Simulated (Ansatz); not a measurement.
C2H3AlOS. Total charge 0; spin multiplicity 1. The bonds changed during the relaxation, so this is another structure than the one it started from. The geometry is a stationary point of PBE0-D4/def2-TZVP.

```xyz
8

C    -0.931    1.069   -0.308
Al    0.017   -0.610   -0.438
S     0.572   -2.438   -1.152
C     1.448   -0.922    1.037
O     2.262   -1.330    1.703
H    -0.243    1.916   -0.382
H    -1.670    1.163   -1.108
H    -1.455    1.151    0.648
```

Task: What is the dipole moment at ωB97M-V/def2-TZVPP? (Best estimate.)

Result: Computed: 5.06 D, with components (-0.59, 4.33, 2.55) D in this frame, pointing from negative to positive charge.

Task: And with PBE, r2SCAN, B3LYP? (An estimate is asked.)

Result: The calculation gave: PBE 4.19 D, r2SCAN 4.48 D, B3LYP 4.57 D.

Task: Give the Mulliken charges with ωB97M-V, PBE, B3LYP in def2-TZVPP. (Best estimate.)

Result: Computed: 
| atom | ωB97M-V | PBE | B3LYP |
| --- | --- | --- | --- |
| C1 | -0.48 | -0.39 | -0.39 |
| Al2 | 0.30 | 0.27 | 0.32 |
| S3 | -0.35 | -0.30 | -0.35 |
| C4 | 0.15 | 0.05 | 0.09 |
| O5 | 0.01 | 0.04 | 0.01 |
| H6 | 0.12 | 0.10 | 0.10 |
| H7 | 0.13 | 0.12 | 0.11 |
| H8 | 0.12 | 0.10 | 0.10 |

B3LYP here is the variant with VWN-RPA as its local correlation; programs differ in this.
